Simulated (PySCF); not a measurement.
Job file and geometry (Å, from PBE0-D3(BJ)/def2-SVP) of an NMR shielding run on [CrO4]2-, [CrO₄]2-, GIAO PBE0/pcSseg-1 Cr:pcSseg-2 NMR shielding, non-relativistic, gas phase (PySCF); density fitting, a coarse starting grid and PySCF grid level 2 are the driver's defaults:

```
{"job": {"kind": "nmr", "xc": "PBE0", "basis": {"default": "pcSseg-1", "Cr": "pcSseg-2"}}, "charge": -2, "multiplicity": 1}
Cr    -0.000611     0.000057     0.000164
O      0.016910    -0.017810     1.625328
O      1.525623     0.008379    -0.555040
O     -0.773258     1.332080    -0.520635
O     -0.768674    -1.322715    -0.549816
```

Problem. What does the program print?

Solution. 
```
coarse grid: 28176 points
cycle   1  E = -1344.4665212557  dE =  2.572e-01  |g| = 1.509e+00  |ddm| = 2.586e+00
cycle   2  E = -1340.6382475579  dE =  3.828e+00  |g| = 6.085e+00  |ddm| = 2.124e+00
cycle   3  E = -1344.5886420794  dE = -3.950e+00  |g| = 1.262e+00  |ddm| = 1.707e+00
cycle   4  E = -1344.8241736941  dE = -2.355e-01  |g| = 3.091e-01  |ddm| = 6.918e-01
cycle   5  E = -1344.8355606171  dE = -1.139e-02  |g| = 1.683e-02  |ddm| = 7.689e-02
cycle   6  E = -1344.8355954742  dE = -3.486e-05  |g| = 4.403e-03  |ddm| = 6.568e-03
cycle   7  E = -1344.8355980728  dE = -2.599e-06  |g| = 2.461e-03  |ddm| = 2.874e-03
final grid: 58088 points
cycle   8  E = -1344.8355420737  dE =  1.418e-05  |g| = 1.019e-02  |ddm| = 4.718e-03
cycle   9  E = -1344.8352366750  dE =  3.054e-04  |g| = 4.863e-02  |ddm| = 1.847e-02
cycle  10  E = -1344.8355495402  dE = -3.129e-04  |g| = 6.819e-03  |ddm| = 1.450e-02
cycle  11  E = -1344.8355573676  dE = -7.827e-06  |g| = 1.537e-04  |ddm| = 2.865e-03
cycle  12  E = -1344.8355573717  dE = -4.014e-09  |g| = 2.946e-05  |ddm| = 7.813e-05
cycle  13  E = -1344.8355573719  dE = -2.933e-10  |g| = 2.591e-05  |ddm| = 3.498e-05
converged SCF energy = -1344.8355573719

GIAO shielding tensors (ppm)
atom      isotropic    diamagn.    paramagn.     s11        s22        s33       span
  0 Cr   -2892.947    1812.649   -4705.595  -2896.987  -2891.188  -2890.665      6.322
  1 O     -525.202     407.561    -932.763   -708.313   -707.596   -159.696    548.617
  2 O     -525.146     407.551    -932.697   -708.172   -707.577   -159.690    548.483
  3 O     -525.195     407.563    -932.758   -708.136   -707.746   -159.702    548.435
  4 O     -525.206     407.561    -932.767   -708.193   -707.716   -159.708    548.485
```

Size and cost of the density-fitted run: 141 basis functions, of the order of 9 core-seconds.
